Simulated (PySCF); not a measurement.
The numbers are results of PBE-D3(BJ)/def2-TZVP // PBE0-D4/def2-TZVP in PySCF 2.14.0, not measurements. Gas-phase values, no solvent. One relaxed conformer stands for a flexible species; it need not be the lowest. Excitations are Tamm–Dancoff values on a coarser integration grid. The basis has no diffuse functions, so Rydberg states are missing or too high.

Reference species (SMILES): `N[Si@@H]([SiH3])C` (neutral, multiplicity 1).

The HOMO–LUMO gap is 5.10 eV. The S1–T1 gap (TDA) is 0.34 eV.

Changed species: `C([SiH2][SiH3])N`.

**Question.** What does the change do to the HOMO–LUMO gap and S1–T1 gap (TDA)?

**Answer.** the HOMO–LUMO gap falls by 0.13 eV, to 4.97 eV; the S1–T1 gap (TDA) drops by 0.17 eV, to 0.17 eV.
